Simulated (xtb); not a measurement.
xtb input (GFN2-xTB):

```bash
xtb mol.xyz --gfn 2 --sp --chrg 0 --uhf 0
```
mol.xyz:
```
13

C      2.06411069     0.48212494     1.66984862
O      1.03714572    -0.43657099     1.28729807
Ge    -0.00327679    -0.04972205    -0.07844725
Cl     1.14439771     0.39242083    -1.82768741
Cl    -1.23553860    -1.77539580    -0.35425360
O     -0.97441266     1.38848467     0.21455088
C     -1.94139259     1.38000353     1.26806028
H      1.65385612     1.46565630     1.91370174
H      2.54287394     0.06728830     2.55590491
H      2.81131233     0.59274080     0.88043448
H     -2.38187470     2.37571956     1.29846639
H     -2.72955231     0.64788840     1.07692541
H     -1.48053617     1.16430636     2.23563104
```

End of the output:

```
         :::::::::::::::::::::::::::::::::::::::::::::::::::::
         ::                     SUMMARY                     ::
         :::::::::::::::::::::::::::::::::::::::::::::::::::::
         :: total energy             -26.618076267351 Eh    ::
         :: gradient norm              0.028213382723 Eh/a0 ::
         :: HOMO-LUMO gap              5.352289674961 eV    ::
         ::.................................................::
         :: SCC energy               -26.742625820712 Eh    ::
         :: -> isotropic ES            0.027614999410 Eh    ::
         :: -> anisotropic ES         -0.001402359703 Eh    ::
         :: -> anisotropic XC          0.002305697019 Eh    ::
         :: -> dispersion             -0.010663783271 Eh    ::
         :: repulsion energy           0.124549553360 Eh    ::
         :: add. restraining           0.000000000000 Eh    ::
         :: total charge               0.000000000000 e     ::
         :::::::::::::::::::::::::::::::::::::::::::::::::::::

           -------------------------------------------------
          |                Property Printout                |
           -------------------------------------------------

    * Orbital Energies and Occupations

         #    Occupation            Energy/Eh            Energy/eV
      -------------------------------------------------------------
         1        2.0000           -1.0652108             -28.9859
       ...           ...                  ...                  ...
        10        2.0000           -0.5539380             -15.0734
        11        2.0000           -0.5471266             -14.8881
        12        2.0000           -0.5423189             -14.7572
        13        2.0000           -0.5254683             -14.2987
        14        2.0000           -0.4816962             -13.1076
        15        2.0000           -0.4757940             -12.9470
        16        2.0000           -0.4662424             -12.6871
        17        2.0000           -0.4548600             -12.3774
        18        2.0000           -0.4523807             -12.3099
        19        2.0000           -0.4472437             -12.1701
        20        2.0000           -0.4460289             -12.1371
        21        2.0000           -0.4459344             -12.1345
        22        2.0000           -0.4437870             -12.0761 (HOMO)
        23                         -0.2470940              -6.7238 (LUMO)
        24                         -0.1046831              -2.8486
        25                         -0.0784594              -2.1350
        26                         -0.0765376              -2.0827
        27                          0.0011101               0.0302
        28                          0.0029870               0.0813
        29                          0.0038163               0.1038
        30                          0.0040431               0.1100
        31                          0.0041911               0.1140
        32                          0.0042447               0.1155
        33                          0.0132365               0.3602
       ...                                ...                  ...
        49                          1.2545017              34.1367
      -------------------------------------------------------------
                  HL-Gap            0.1966930 Eh            5.3523 eV
             Fermi-level           -0.3454405 Eh           -9.3999 eV

     #   Z          covCN         q      C6AA      α(0)
     1   6 C        3.705     0.041    20.031     6.398
     2   8 O        1.628    -0.331    19.581     5.973
     3  32 Ge       3.358     0.434   172.961    24.128
     4  17 Cl       0.815    -0.100   102.155    15.462
     5  17 Cl       0.815    -0.100   102.155    15.462
     6   8 O        1.628    -0.331    19.581     5.973
     7   6 C        3.705     0.041    20.031     6.398
     8   1 H        0.924     0.050     2.316     2.380
     9   1 H        0.925     0.068     2.109     2.271
    10   1 H        0.924     0.055     2.262     2.352
    11   1 H        0.925     0.068     2.109     2.271
    12   1 H        0.924     0.055     2.262     2.352
    13   1 H        0.924     0.050     2.316     2.380

 Mol. C6AA /au·bohr⁶  :       3576.641438
 Mol. C8AA /au·bohr⁸  :     139596.030078
 Mol. α(0) /au        :         93.800147

Wiberg/Mayer (AO) data.
largest (>0.10) Wiberg bond orders for each atom

 ---------------------------------------------------------------------------
     #   Z sym  total        # sym  WBO       # sym  WBO       # sym  WBO
 ---------------------------------------------------------------------------
     1   6 C    3.934 --     8 H    0.981    10 H    0.979     9 H    0.975
                             2 O    0.963
     2   8 O    2.276 --     3 Ge   1.022     1 C    0.963
     3  32 Ge   4.285 --     5 Cl   1.083     4 Cl   1.083     6 O    1.022
                             2 O    1.022
     4  17 Cl   1.385 --     3 Ge   1.083     5 Cl   0.106
     5  17 Cl   1.385 --     3 Ge   1.083     4 Cl   0.106
     6   8 O    2.276 --     3 Ge   1.022     7 C    0.963
     7   6 C    3.934 --    13 H    0.981    12 H    0.979    11 H    0.975
                             6 O    0.963
     8   1 H    0.997 --     1 C    0.981
     9   1 H    0.995 --     1 C    0.975
    10   1 H    0.997 --     1 C    0.979
    11   1 H    0.995 --     7 C    0.975
    12   1 H    0.997 --     7 C    0.979
    13   1 H    0.997 --     7 C    0.981
 ---------------------------------------------------------------------------

Topologies differ in total number of bonds
Writing topology from bond orders to xtbtopo.mol

molecular dipole:
                 x           y           z       tot (Debye)
 q only:        0.030       0.458       0.723
   full:        0.041       0.616       0.973       2.929
molecular quadrupole (traceless):
                xx          xy          yy          xz          yz          zz
 q only:        4.536      -0.406      -4.178       0.161       4.083      -0.358
  q+dip:        3.444      -1.172      -3.456       0.701       3.786       0.011
   full:        4.267      -1.075      -4.198       0.620       4.478      -0.069
Note: The following floating-point exceptions are signalling: IEEE_UNDERFLOW_FLAG IEEE_DENORMAL
normal termination of xtb

           -------------------------------------------------
          | TOTAL ENERGY              -26.618076267351 Eh   |
          | GRADIENT NORM               0.028213382723 Eh/α |
          | HOMO-LUMO GAP               5.352289674961 eV   |
           -------------------------------------------------

------------------------------------------------------------------------
------------------------------------------------------------------------
 total:
 SCF:
```
